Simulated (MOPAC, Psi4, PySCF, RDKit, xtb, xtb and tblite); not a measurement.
Relaxed torsion scan: SMILES O[SiH2]F. Scanned: dihedral H4–O1–Si2–F3; all other coordinates were relaxed at GFN2-xTB. Points at φ and −φ are mirror images.

Geometry of the scan point at 60° (Å):
```
6

O     -1.1557    -0.3800    -0.2674
Si     0.3993    -0.0343    -0.0188
F      0.7627    -0.4107     1.5045
H     -1.8704     0.0159     0.2242
H      0.6981     1.3840    -0.1088
H      1.0994    -0.9557    -0.8823
```

- GFN2-xTB (xtb and tblite)
- MMFF94 // GFN2-xTB (RDKit)
- B3LYP/def2-TZVP // GFN2-xTB (Psi4)
- B3LYP-D3(BJ)/def2-TZVP // GFN2-xTB (Psi4)
- PBE/def2-TZVP // GFN2-xTB (Psi4)
- PBE-D3(BJ)/def2-TZVP // GFN2-xTB (Psi4)
- wB97M-V/def2-TZVP // GFN2-xTB (Psi4)
- MP2/cc-pVTZ = DF-MP2 (frozen core)/cc-pVTZ // GFN2-xTB run with Psi4
- HF/cc-pVTZ // GFN2-xTB (Psi4)
- UFF // GFN2-xTB (RDKit)
- AM1, restricted, heats of formation // GFN2-xTB (MOPAC)
- PM6, restricted, heats of formation // GFN2-xTB (MOPAC)
- GFN1-xTB // GFN2-xTB (xtb)
- RKS-B3LYP/6-31G* = restricted B3LYP/6-31G*, spherical d // GFN2-xTB in PySCF 2.14.0
- RKS-B3LYP/LANL2DZ = restricted B3LYP/LANL2DZ, with its core potentials past Ne // GFN2-xTB (PySCF)
- RHF/6-31G* = restricted Hartree-Fock/6-31G*, spherical d // GFN2-xTB run with PySCF 2.14.0
- RMP2/3-21G = restricted MP2 (frozen core)/3-21G // GFN2-xTB in PySCF

Least-squares fit of E(φ) = a0 + Σ (a_n cos nφ + b_n sin nφ), n = 1 to 4, to the 18 scan points, in kcal/mol above the lowest point of each profile (levels whose profile four harmonics don't fit are not listed):

```
method                    a0     a1    b1     a2    b2     a3    b3     a4    b4  rms of fit
----------------------  ----  -----  ----  -----  ----  -----  ----  -----  ----  ----------
GFN2-xTB                0.61  -0.62  0.00  -0.04  0.00   0.27  0.00  -0.01  0.00        0.00
MMFF94                  2.14  -1.57  0.00  -0.33  0.00  -0.27  0.00   0.03  0.00        0.01
B3LYP/def2-TZVP         0.70  -0.48  0.00   0.57  0.00   0.17  0.00   0.02  0.00        0.01
B3LYP-D3(BJ)/def2-TZVP  0.70  -0.49  0.00   0.56  0.00   0.17  0.00   0.02  0.00        0.01
PBE/def2-TZVP           0.78  -0.45  0.00   0.66  0.00   0.20  0.00   0.02  0.00        0.01
PBE-D3(BJ)/def2-TZVP    0.78  -0.46  0.00   0.66  0.00   0.20  0.00   0.02  0.00        0.01
wB97M-V/def2-TZVP       0.71  -0.50  0.00   0.56  0.00   0.18  0.00   0.02  0.00        0.01
MP2/cc-pVTZ             0.74  -0.45  0.00   0.57  0.00   0.23  0.00   0.02  0.00        0.01
HF/cc-pVTZ              0.56  -0.46  0.00   0.34  0.00   0.15  0.00   0.02  0.00        0.00
UFF                     1.92  -1.18  0.00  -0.65  0.00  -0.11  0.00   0.02  0.00        0.01
AM1                     0.81  -1.07  0.00   0.33  0.00   0.02  0.00   0.04  0.00        0.00
PM6                     0.85  -1.18  0.00   0.57  0.00  -0.04  0.00   0.03  0.00        0.01
GFN1-xTB                0.33   0.15  0.00  -0.06  0.00   0.11  0.00  -0.01  0.00        0.01
RKS-B3LYP/6-31G*        1.04  -0.87  0.00   0.76  0.00   0.22  0.00   0.03  0.00        0.00
RKS-B3LYP/LANL2DZ       1.58  -1.78  0.00   1.18  0.00   0.10  0.00   0.04  0.00        0.01
RHF/6-31G*              0.80  -0.89  0.00   0.42  0.00   0.14  0.00   0.01  0.00        0.00
RMP2/3-21G              1.78  -1.93  0.00   1.22  0.00   0.18  0.00   0.04  0.00        0.00
```

MMFF94 has few fitted parameters for silicon.
